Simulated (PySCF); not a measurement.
## Copper: a sound run and one with changed settings

Sound run: Cu [Ar] 3d10 4s1, Cu⁺ [Ar] 3d10. Computed with PySCF 2.14 in jorge-DZP-DKH, with the spin-free X2C one-electron Hamiltonian (Gaussian nucleus). In the sound run the correlated levels freeze [Ar]. The sound run starts from symmetry-adapted Hartree-Fock orbitals and uses a fine grid where one is needed.

Changed run: the non-relativistic Hamiltonian (point nucleus). This setting is unsound on purpose.

```tsv
species	method	sound run (hartree)	changed run (hartree)	converged
Cu	UHF	-1653.03659	-1637.58806	yes
Cu	BP86	-1654.92943	-1639.37897	yes
Cu	B3LYP	-1654.69914	-1639.18092	yes
Cu	MP2	-1653.34046	-1637.88607	yes
Cu	CCSD(T)	-1653.32136	-1637.86808	yes
Cu⁺	UHF	-1652.79970	-1637.35732	yes
Cu⁺	BP86	-1654.63762	-1639.09563	yes
Cu⁺	B3LYP	-1654.41160	-1638.90136	yes
Cu⁺	MP2	-1653.08516	-1637.63822	yes
Cu⁺	CCSD(T)	-1653.06568	-1637.61983	yes
```

Ionisation energy of Cu:

```
 method  sound run (eV)  changed run (eV)
    UHF           6.446             6.279
   BP86           7.940             7.710
  B3LYP           7.824             7.607
    MP2           6.947             6.744
SCS-MP2           6.877             6.678
   CCSD           6.920             6.720
CCSD(T)           6.957             6.755
```

Most of the change in total energy is the relativistic energy itself. On top of that the contraction fixes the core shape for the Hamiltonian it was made with, so the changed run is not a good calculation with the other Hamiltonian either.

For comparison, NIST gives 7.726 eV between the lowest levels.
